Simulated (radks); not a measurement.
Polarisability of neutral helium, [He], at imaginary frequency. Calculated with a radial shooting solver on a logarithmic mesh with Libxc functionals: non-relativistic Kohn-Sham, LDA (Slater exchange, Perdew-Wang correlation), spin-unpolarised, spherical densities, point nucleus. Response by self-consistent Sternheimer equations with the Hartree and adiabatic LDA kernel.

| w (hartree) | alpha1(iw) (bohr^3) | alpha2(iw) (bohr^5) |
|---|---|---|
| 0.00266 | 1.659 | 3.580 |
| 0.0143 | 1.658 | 3.580 |
| 0.0360 | 1.655 | 3.575 |
| 0.0697 | 1.647 | 3.561 |
| 0.118 | 1.626 | 3.526 |
| 0.186 | 1.580 | 3.449 |
| 0.280 | 1.491 | 3.298 |
| 0.413 | 1.340 | 3.028 |
| 0.605 | 1.114 | 2.600 |
| 0.892 | 0.8304 | 2.014 |
| 1.35 | 0.5370 | 1.352 |
| 2.12 | 0.2906 | 0.7512 |
| 3.59 | 0.1246 | 0.3258 |
| 6.94 | 0.03800 | 0.09918 |
| 17.5 | 0.006364 | 0.01648 |

Static values: alpha1 = 1.659 bohr^3 (0.2458 angstrom^3; uncoupled 1.809), alpha2 = 3.580 bohr^5, alpha3 = 18.65 bohr^7. C6 = 1.866, C8 = 21.47, triple-dipole C9 = 2.254 atomic units. One-pole (London) frequency 4 C6 / (3 alpha1^2) = 0.904 hartree, against 0.570 for minus the highest occupied eigenvalue. The dipole shielding factor is 1.000, as the force sum rule N/Z = 1.000 demands. Recommended static value: 1.38375 bohr^3 (Schwerdtfeger and Nagle, 2023 table).
